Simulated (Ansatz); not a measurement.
Start from `C[N](C)[Ta]([OH])([OH])([OH])[OH]` and change one element to get `C[N](C)[Nb]([OH])([OH])([OH])[OH]`.

Ansatz, PBE0-D4/def2-TZVP geometries, multiplicity 1. Each molecule was computed in one conformer, which needn't be the lowest.

Elements past krypton have def2 core potentials. Outer-core shells of Nb, Ta are correlated without core-valence functions. Spin–orbit coupling is left out.

```json
{"property": "LUMO energy (PBE/def2-TZVPP) / eV", "`C[N](C)[Ta]([OH])([OH])([OH])[OH]`": "-1.60"}
{"property": "LUMO energy (ωB97M-V/def2-TZVPP) / eV", "`C[N](C)[Ta]([OH])([OH])([OH])[OH]`": "1.42"}
{"property": "LUMO energy (B3LYP/def2-TZVPP) / eV", "`C[N](C)[Ta]([OH])([OH])([OH])[OH]`": "-0.96"}
{"property": "HOMO energy (ωB97M-V/def2-TZVPP) / eV", "`C[N](C)[Ta]([OH])([OH])([OH])[OH]`": "-8.95"}
{"property": "HOMO–LUMO gap (PBE0/def2-TZVPP) / eV", "`C[N](C)[Ta]([OH])([OH])([OH])[OH]`": "5.98"}
{"property": "vertical ionisation energy (CCSD(T)/def2-TZVPP) / eV", "`C[N](C)[Ta]([OH])([OH])([OH])[OH]`": "8.61"}
```

Task: Give the same properties after the change, and the shifts. (Best estimate.)

Result: Computed: 
```csv
property,`C[N](C)[Nb]([OH])([OH])([OH])[OH]`,shift
LUMO energy (PBE/def2-TZVPP) / eV,-2.07,-0.47
LUMO energy (ωB97M-V/def2-TZVPP) / eV,0.83,-0.59
LUMO energy (B3LYP/def2-TZVPP) / eV,-1.50,-0.54
HOMO energy (ωB97M-V/def2-TZVPP) / eV,-8.92,0.03
HOMO–LUMO gap (PBE0/def2-TZVPP) / eV,5.41,-0.57
vertical ionisation energy (CCSD(T)/def2-TZVPP) / eV,8.50,-0.11
```

B3LYP here is the variant with VWN-RPA as its local correlation; programs differ in this.
